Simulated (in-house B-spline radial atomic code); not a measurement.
Radial electron density of Tl VIII (Tl7+), [Xe] 4f14 5d6. Computed with a B-spline radial code for spherical atoms: scalar-relativistic (X2C) BHandHLYP, spin-polarised, spherical fractional occupations, exact exchange averaged over the configuration, Fermi nucleus of rms radius 5.4759 fm.

One-electron X2C: radii and densities carry no picture-change correction, so inner-shell <1/r> comes out high (for 1s by about 2 % at Z = 33, 5 % at 54, 10 % at 75, 30 % at 118) and <r> low.

Columns: r (bohr), 4πr²n(r) (electrons per bohr), bar.

```
0.000247    3.127 #
0.000304     4.15 #
0.000374    5.479 ##
 0.00046    7.201 ##
0.000566    9.432 ###
0.000696    12.29 ####
0.000857    15.97 #####
 0.00105    20.49 ######
  0.0013    26.46 ########
  0.0016    33.62 ##########
 0.00196    42.06 ############
 0.00242    52.38 ###############
 0.00297    63.82 ###################
 0.00366    76.53 ######################
  0.0045    89.42 ##########################
 0.00554    101.5 #############################
 0.00681    111.2 ################################
 0.00838      117 ##################################
  0.0103    117.6 ##################################
  0.0127      113 #################################
  0.0156    105.6 ###############################
  0.0192    99.76 #############################
  0.0236    101.1 #############################
  0.0291    113.3 #################################
  0.0358      133 #######################################
   0.044    149.7 ###########################################
  0.0542    151.5 ############################################
  0.0667    136.5 ########################################
   0.082    120.3 ###################################
   0.101    122.1 ###################################
   0.124    138.2 ########################################
   0.153    139.9 #########################################
   0.188    112.3 #################################
   0.231    83.22 ########################
   0.285    82.98 ########################
    0.35     94.6 ###########################
   0.431    84.15 ########################
    0.53    55.18 ################
   0.652    33.14 ##########
   0.803    24.73 #######
   0.988     19.7 ######
    1.22    12.43 ####
     1.5    5.741 ##
    1.84    1.891 #
    2.26   0.4142 
    2.78  0.05417 
    3.43 0.003453 
    4.22 9.744e-05
```

On this grid the curve has 4 maxima, near 0.0103, 0.0542, 0.153, 0.35 bohr.

The 5d up radial function P(r) = rR(r), positive near the nucleus:

```csv
r (bohr),P
0.00554,0.001197
0.00838,0.003499
0.0127,0.01003
0.0192,0.0273
0.0291,0.06923
0.044,0.1545
0.0667,0.2838
0.101,0.3685
0.153,0.2031
0.231,-0.2673
0.35,-0.5365
0.53,-0.01053
0.803,0.839
1.22,1.004
1.84,0.4937
2.78,0.09118
4.22,0.003871
```
